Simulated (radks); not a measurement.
The numbers below are computed, except where a source is named.
Q: Ionisation of Bi, [Hg] 6p3, to Bi+, [Hg] 6p2, under several functionals. Scalar-relativistic Kohn-Sham, spin-unpolarised, spherical densities, finite nucleus; a radial shooting solver on a logarithmic mesh with Libxc functionals. The NIST Atomic Spectra Database gives 7.286 eV (measured). Rank these functionals by the error of their Delta-SCF ionisation energy: PBE; Wu-Cohen GGA; HCTH/407; BP86; RPBE; XLYP.

A: From best to worst: RPBE 7.837 eV (+0.552); XLYP 7.845 eV (+0.560); PBE 7.915 eV (+0.630); Wu-Cohen GGA 7.957 eV (+0.671); HCTH/407 7.999 eV (+0.713); BP86 8.076 eV (+0.790). Spin polarisation and multiplet splitting are left out, so open shells lie too high by an amount that depends on their filling. Spin-orbit splitting is averaged out at the scalar-relativistic level.

Beside tabulated values, note that spin-unpolarised runs miss the spin-polarisation part of the exchange energy of open shells, and scalar-relativistic runs lack spin-orbit coupling.
